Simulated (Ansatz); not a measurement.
Consider the formal exchange of groups at the Si–Ge bond: `[SiH3][GeH2][Cl]` + `CC(=O)Br` → `CC(=O)[SiH3]` + `[Cl][GeH2][Br]`.

Computed with Ansatz on PBE0-D4/def2-TZVP structures; ΔE is electronic, products minus reactants. CCSD(T)/CBS is the MP2 limit (def2-TZVPP, def2-QZVPP) plus CCSD(T) − MP2 in def2-TZVPP, frozen cores. DFT in def2-TZVPP. HSE06 is defined as in plane-wave codes. For Br, Ge outer-core shells are correlated without core-valence functions, which leaves a few kJ/mol of doubt a bond. Scalar relativity is left out up to krypton.

```tsv
level	ΔE (kJ/mol)
HSE06-D4	-34.6
BHLYP-D4	-51.2
CCSD(T)/def2-SVP	-47.6
SCS-MP2/def2-TZVPP	-46.5
```

Question: What does CCSD(T)/CBS give? (Estimate.)

Answer: Computed: -44.4 kJ/mol. The listed levels differ from it by 9.8, -6.8, -3.2, -2.1 kJ/mol.

Largest T1 diagnostic among the species: 0.015.

From r2SCAN to r2SCAN0 (25 % exact exchange), in def2-TZVPP and without D4, ΔE moves by −8.2 kJ/mol. At CCSD(T), def2-SVP lies −3.3 kJ/mol from the extrapolated value and def2-TZVPP +1.4 kJ/mol.
